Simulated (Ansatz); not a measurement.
Mulliken charges of C2H6KN, SMILES `C[N](C)[K]` from B3LYP/def2-TZVPP in Ansatz (PBE0-D4/def2-TZVP geometry).

| atom | x (Å) | y (Å) | z (Å) | charge (e) |
| --- | --- | --- | --- | --- |
| C1 | -0.043 | 1.142 | -0.302 | -0.069 |
| N2 | -0.540 | -0.172 | -0.050 | -0.707 |
| C3 | 0.547 | -1.006 | 0.348 | -0.070 |
| K4 | -2.838 | -0.861 | -0.266 | 0.712 |
| H5 | 0.728 | 1.185 | -1.106 | 0.028 |
| H6 | -0.847 | 1.826 | -0.613 | 0.010 |
| H7 | 0.443 | 1.617 | 0.582 | 0.028 |
| H8 | 0.213 | -2.034 | 0.556 | 0.011 |
| H9 | 1.067 | -0.657 | 1.270 | 0.028 |
| H10 | 1.353 | -1.091 | -0.417 | 0.028 |

**Question.** By hand: the dipole of these point charges (1 e Å = 4.8032 D).

**Answer.** Σ q r = (-1.580, -0.474, -0.148) e Å, of length 1.656 e Å = 7.95 D.

**Question.** How does the dipole of the full density compare? (Estimate.)

**Answer.** The calculation gave: (-1.767, -0.530, -0.166) e Å, 8.90 D; the point charges give 0.89 times that, at 0° from its direction.

Point charges leave out the atoms' own dipoles, such as those of lone pairs, and Mulliken's split depends on the basis, so the close match here is no proof of good charges.

B3LYP here is the variant with VWN-RPA as its local correlation; programs differ in this.
